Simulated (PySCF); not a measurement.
Record of a relaxation.

Species: C7H10Se.
Numbering: `[CH3:1][C@@:2]12[CH:3]=[CH:4][Se:5][CH2:6][C@@H:7]1[CH2:8]2` (hydrogens: H9, H10, H11 on C1; H12 on C3; H13 on C4; H14, H15 on C6; H16 on C7; H17, H18 on C8)

Method: PBE0-D3(BJ)/def2-SVP geometry optimisation, gas phase (PySCF 2.14.0); density fitting, grid level 1; the optimiser is geomeTRIC in internal coordinates, started from a GFN2-xTB structure. The frame can shift and turn from step to step; on so coarse a grid that alone can change the energy by a few meV, and forces under 0.02 eV/Å are noise.

Step 0: E = -72741.3146 eV, largest atomic force 0.625 eV/Å
```
atom  x, y, z in Å  |  force x, y, z in eV/Å
C1     -1.329   -1.244   -1.025    0.360   0.361   0.318
C2     -0.407   -0.468   -0.110   -0.370   0.059  -0.203
C3      0.824   -1.195    0.254   -0.214   0.144  -0.051
C4      1.903   -0.684    0.839    0.207   0.560   0.181
Se5     2.124    1.150    1.260   -0.092   0.053  -0.150
C6      0.910    1.813   -0.142    0.172  -0.398   0.214
C7     -0.372    1.036   -0.257    0.225  -0.024   0.415
C8     -1.042    0.430    0.932    0.095  -0.015  -0.353
H9     -0.824   -1.482   -1.960    0.149  -0.112  -0.390
H10    -2.222   -0.667   -1.253   -0.377   0.192  -0.122
H11    -1.636   -2.177   -0.554   -0.149  -0.375   0.159
H12     0.820   -2.252    0.018    0.061  -0.474  -0.034
H13     2.749   -1.297    1.111    0.367  -0.307   0.076
H14     1.464    1.773   -1.084    0.092   0.042  -0.186
H15     0.714    2.860    0.106    0.000   0.236   0.087
H16    -1.021    1.444   -1.026   -0.278   0.039  -0.297
H17    -0.545    0.511    1.888    0.282   0.048   0.383
H18    -2.120    0.455    0.992   -0.529  -0.028  -0.048
```

Step 1: E = -72741.3579 eV, largest atomic force 0.114 eV/Å
```
atom  x, y, z in Å  |  force x, y, z in eV/Å
C1     -1.263   -1.486   -1.129   -0.048  -0.054  -0.044
C2     -0.357   -0.728   -0.191    0.051   0.015   0.021
C3      0.885   -1.453    0.183    0.002  -0.056  -0.016
C4      1.987   -0.934    0.741    0.032  -0.079  -0.008
Se5     2.224    0.896    1.133    0.017   0.035   0.048
C6      0.965    1.555   -0.207    0.015   0.096  -0.060
C7     -0.321    0.779   -0.312   -0.070   0.013  -0.076
C8     -1.006    0.156    0.858   -0.018   0.024   0.085
H9     -0.752   -1.716   -2.078   -0.008   0.013   0.020
H10    -2.169   -0.907   -1.366    0.022  -0.008   0.009
H11    -1.584   -2.440   -0.678    0.005   0.024  -0.019
H12     0.883   -2.531   -0.019   -0.003   0.037   0.019
H13     2.839   -1.569    1.001   -0.042   0.038  -0.011
H14     1.486    1.552   -1.178   -0.025   0.000   0.031
H15     0.774    2.604    0.072    0.014  -0.059  -0.010
H16    -0.979    1.177   -1.098    0.044  -0.023   0.042
H17    -0.504    0.228    1.828   -0.017  -0.019  -0.023
H18    -2.099    0.175    0.900    0.029   0.004  -0.008
```

Step 2: E = -72741.3585 eV, largest atomic force 0.025 eV/Å
```
atom  x, y, z in Å  |  force x, y, z in eV/Å
C1     -1.264   -1.486   -1.131   -0.008  -0.007  -0.007
C2     -0.356   -0.728   -0.191    0.009  -0.005   0.000
C3      0.885   -1.456    0.183   -0.004   0.025   0.001
C4      1.986   -0.934    0.741    0.007  -0.022  -0.004
Se5     2.222    0.898    1.135   -0.005  -0.004   0.000
C6      0.965    1.556   -0.209    0.004   0.015  -0.014
C7     -0.320    0.779   -0.312   -0.005  -0.013   0.001
C8     -1.004    0.156    0.859   -0.005   0.009   0.012
H9     -0.752   -1.713   -2.080    0.002   0.006   0.000
H10    -2.168   -0.905   -1.366    0.001   0.002   0.002
H11    -1.586   -2.440   -0.683    0.003   0.002  -0.001
H12     0.882   -2.534   -0.015   -0.001   0.002   0.005
H13     2.838   -1.567    1.003    0.004   0.004   0.003
H14     1.485    1.553   -1.179    0.001  -0.005   0.002
H15     0.773    2.603    0.070    0.000  -0.003   0.004
H16    -0.978    1.174   -1.097   -0.001  -0.002   0.002
H17    -0.502    0.225    1.829    0.000  -0.005  -0.003
H18    -2.096    0.176    0.902   -0.001   0.001  -0.005
```

Step 3: E = -72741.3585 eV, largest atomic force 0.035 eV/Å
```
atom  x, y, z in Å  |  force x, y, z in eV/Å
C1     -1.264   -1.485   -1.131    0.006   0.002   0.002
C2     -0.357   -0.728   -0.190    0.003   0.001  -0.001
C3      0.885   -1.454    0.184    0.001  -0.016   0.000
C4      1.988   -0.936    0.741   -0.024   0.024  -0.008
Se5     2.222    0.897    1.134    0.006   0.004   0.001
C6      0.965    1.556   -0.210    0.000  -0.009   0.001
C7     -0.321    0.779   -0.312    0.009  -0.005   0.012
C8     -1.005    0.156    0.860    0.002   0.005  -0.003
H9     -0.751   -1.710   -2.081    0.001   0.002  -0.003
H10    -2.168   -0.904   -1.365   -0.002   0.002   0.001
H11    -1.585   -2.440   -0.686    0.001  -0.003   0.001
H12     0.881   -2.532   -0.013   -0.002  -0.010  -0.001
H13     2.839   -1.569    1.003    0.003  -0.002   0.001
H14     1.485    1.552   -1.180    0.003  -0.003  -0.003
H15     0.774    2.603    0.069    0.000   0.006   0.005
H16    -0.979    1.174   -1.097   -0.007   0.002  -0.005
H17    -0.503    0.224    1.829    0.003   0.001   0.002
H18    -2.097    0.176    0.902   -0.003  -0.001  -0.003
```

Step 4: E = -72741.3585 eV, largest atomic force under 0.02 eV/Å
```
atom  x, y, z in Å  |  force x, y, z in eV/Å
C1     -1.263   -1.485   -1.132    0.003   0.002   0.000
C2     -0.357   -0.728   -0.190   -0.003  -0.001  -0.002
C3      0.885   -1.455    0.184    0.000  -0.001   0.002
C4      1.987   -0.935    0.741   -0.001   0.004  -0.001
Se5     2.222    0.897    1.134    0.001  -0.001  -0.001
C6      0.965    1.556   -0.210   -0.003  -0.001   0.000
C7     -0.321    0.778   -0.312    0.008   0.000   0.006
C8     -1.005    0.156    0.860   -0.001   0.002  -0.002
H9     -0.751   -1.708   -2.081   -0.001   0.001  -0.002
H10    -2.168   -0.903   -1.365   -0.002  -0.001   0.001
H11    -1.585   -2.440   -0.687    0.001  -0.002  -0.001
H12     0.881   -2.533   -0.012   -0.001  -0.002   0.000
H13     2.838   -1.567    1.004    0.001  -0.002   0.001
H14     1.485    1.551   -1.180    0.001  -0.001  -0.001
H15     0.774    2.603    0.069   -0.001   0.002   0.000
H16    -0.979    1.173   -1.096   -0.003   0.001  -0.001
H17    -0.503    0.223    1.830    0.001   0.001   0.001
H18    -2.097    0.176    0.902   -0.001   0.000  -0.001
```

**Question.** Summarise the path.

**Answer.** The energy falls by 4.24 kJ/mol from step 0 to step 4; nine tenths of that is first reached at step 1. It falls at every step. The largest force goes from 0.625 to under 0.02 eV/Å. Among the bonds Se5–C6 changes most (a near tie, within 0.001 Å, with another), from 1.969 to 1.955 Å; the atoms move by 0.035 Å rms after alignment.

**Question.** Follow the three bonds and two angles with the largest change from start to end.

**Answer.** 
```tsv
step	E above end (kJ/mol)	largest force (eV/Å)	Se5–C6 (Å)	C8–H18 (Å)	C8–H17 (Å)	C2–C7–H16 (°)	C6–C7–C8 (°)
0	4.24	0.625	1.969	1.079	1.081	115.4	122.1
1	0.06	0.114	1.953	1.094	1.095	113.7	123.6
2	0.00	0.025	1.954	1.093	1.094	113.7	123.5
3	0.00	0.035	1.955	1.093	1.094	113.7	123.6
4	0.00	under 0.02	1.955	1.093	1.094	113.7	123.6
```

The cost below is that of the whole optimisation. Time: 53 s wall; peak memory 0.83 GiB. Hardware: an Arm Neoverse V2 with one thread, no GPU, on a shared host.
